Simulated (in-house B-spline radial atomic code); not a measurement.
Ionising Ba¹⁰⁺ with different functionals

Computed with a B-spline radial code for spherical atoms: four-component Dirac-Coulomb Hamiltonian, Fermi nucleus of rms radius 4.8378 fm, spin-restricted, spherical fractional occupations for the functionals. The ionisation energy is the difference of two self-consistent energies, [Kr] 4d10 → [Kr] 4d9, without Breit or QED terms; ε is the level of the shell that loses the electron (mean over j). The electron is taken from both j subshells in proportion to 2j + 1, so the result is a j average, not the step between ground levels.

Hybrids are left out here: with spherical fractional occupations of an open shell their exact exchange keeps a self-interaction that integer-occupation calculations don't have.

```tsv
method	rung	ΔSCF (eV)	-ε(4d) (eV)
LDA VWN5	LDA	243.32	229.64
relativistic LDA	LDA	243.29	229.61
LDA PW92	LDA	243.30	229.62
LDA exchange-only	LDA	241.09	227.42
PBE	GGA	243.21	229.52
PBEsol	GGA	243.12	229.44
BLYP	GGA	242.93	229.25
RPBE	GGA	243.18	229.49
PW91	GGA	243.33	229.64
BP86	GGA	243.27	229.58
AM05	GGA	243.13	229.44
OLYP	GGA	244.08	230.37
```

(1) How do they compare with the NIST value?

## Answers

(1) NIST lists 241 eV ± 2.4 (tabulated theory, ground level to ground level). Errors run from +0.09 to +3.08 eV; all lie within about twice that uncertainty, so the table can't rank the methods.
